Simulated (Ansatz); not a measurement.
Molecule: digallium oxide, Ga2O (charge 0, singlet). 
Geometry from a B3LYP-D3(BJ)/def2-TZVP (Ansatz, a first-principles code) optimisation:
SMILES: [Ga][O][Ga]
```xyz
3

Ga     0.0000     0.0000    -1.8134
O      0.0000     0.0000     0.0000
Ga     0.0000     0.0000     1.8134
```
Charge 0, spin multiplicity 1.

Basis-set convergence of Hartree-Fock and CCSD(T) correlation energies (hartree) with Ansatz. Cores are frozen in the correlated levels unless marked. No spin-orbit coupling. The frozen core is the preceding noble-gas configuration, with the filled d and f shells of earlier blocks. Non-relativistic.

```json
[
 {"basis": "cc-pVDZ", "functions": "68", "E(HF)": "-3921.38352", "E(corr, CCSD(T))": "-0.30708"},
 {"basis": "cc-pVTZ", "functions": "116", "E(HF)": "-3921.54966", "E(corr, CCSD(T))": "-0.37450"},
 {"basis": "cc-pVQZ", "functions": "191", "E(HF)": "-3921.56176", "E(corr, CCSD(T))": "-0.39887"}
]
```

Extrapolating the two largest sets (X = 3 and 4) as X^-3: E(corr) = (64·(-0.39887) - 27·(-0.37450))/37 = -0.4167 Eh, an estimate of the basis-set limit. The largest set recovers 95.7 % of it, the smallest 73.7 %.
